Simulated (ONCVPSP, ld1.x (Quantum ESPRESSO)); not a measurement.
# Potentials for P compared

Generated with ld1.x 7.5 (TM, RRKJ, ultrasoft, PAW), atompaw 4.2 or ONCVPSP 4.0.1. The cutoff is in Ry: for ld1.x and atompaw files where the sum of valence levels is converged to 10 mRy in a Bessel basis, for ONCV files where the hardest occupied wave has 1 mHa per electron of residual kinetic energy. The error is the largest all-electron minus pseudo excitation energy over each file’s own four to seven test configurations (ionisations up to +4, promotions, holes and added fractions of an electron), all of which were solved. The labels leave out finer settings (local radius, basis sizes, second energies), which also bear on the numbers. Spin-polarised tests are not counted. The rows are a selection from randomly drawn settings: files with unsolved tests, undetermined cutoffs or missed reference levels are left out.

A true bound ghost makes a file unfit for plane-wave use even where its test errors are small: the radial tests pick states by their node count and pass the ghost by.

```csv
potential,cutoff (Ry),largest error (meV),bound ghosts
"ONCV, PBEsol, scalar-relativistic, rc 0.90/0.75 (sp), local smoothed, core correction yes, reference 2s2 2p6 3s2 3p3, qcut 17.3/16.2, projectors 2/2",226,+9.2,none
"TM, LDA (PZ), scalar-relativistic, rc 1.40/1.60/1.25 (spd), local smoothed, core correction no, reference 3s1.75 3p3.25",21,+515,none
"ONCV, LDA (Perdew-Wang 92), scalar-relativistic, rc 0.80/0.95 (sp), local smoothed, core correction yes, reference 2s2 2p6 3s2 3p3, qcut 19.5/15.9, projectors 2/2",208,+729,none
"ONCV, PBE, non-relativistic, rc 1.60/1.70/1.60 (spd), local d, core correction no, reference 3s2 3p3, qcut 3.5/5.3/7, projectors 3/2/0",67,+197,s
"ONCV, LDA (Perdew-Wang 92), scalar-relativistic, rc 1.35/1.50 (sp), local s, core correction yes, reference 3s2 3p3, qcut 3.9/5.2, projectors 0/2",32,-47,none
"TM semilocal, PBE, non-relativistic, rc 1.55/1.35/1.20 (spd), local d, core correction yes, reference 3s2 3p1",40,+28,none
"ONCV, PBE, non-relativistic, rc 1.00/0.70 (sp), local smoothed, core correction no, reference 2s2 2p6 3s2 3p2, qcut 13.5/23.5, projectors 2/2",367,+4.5,none
```

(1) Fill in the row for P: PAW, PBE, non-relativistic, rc 1.40/1.70 (sp), local smoothed, core correction yes, reference 3s2 3p3.

(2) Fill in the row for P: ONCV, PW91, scalar-relativistic, rc 0.95/0.90 (sp), local smoothed, core correction yes, reference 2s2 2p6 3s1.75 3p3.25, qcut 16.7/15.5, projectors 2/3.

Results:

(1) cutoff 18 Ry, largest error -35 meV, bound ghosts: none.

(2) cutoff 190 Ry, largest error +3.5 meV, bound ghosts: none.
